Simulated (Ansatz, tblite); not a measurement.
Forces on the cluster Cu3 at its r2SCAN-D4/def2-TZVP geometry. The state is a doublet with charge 0.

The xTB rows come from tblite. B3LYP takes the VWN-RPA correlation. The structure comes from a short search, and lower isomers may exist.

GFN1-xTB (tblite), largest force 0.17 eV/Å:

```xyz
3
positions Å, forces eV/Å
Cu   -0.467    1.182   -0.155    0.059   -0.152    0.017
Cu   -0.110   -0.879   -1.081    0.011    0.112    0.130
Cu    0.577   -0.303    1.236   -0.070    0.040   -0.147
```

GFN2-xTB (tblite), largest force 0.63 eV/Å:

```
Cu 0.228 -0.580 0.074
Cu -0.155 0.258 -0.173
Cu -0.073 0.322 0.099
```

B3LYP-D4/def2-TZVP (Ansatz), largest force 0.66 eV/Å:

```
Cu -0.233 0.588 -0.079
Cu -0.042 -0.425 -0.493
Cu 0.275 -0.163 0.572
```
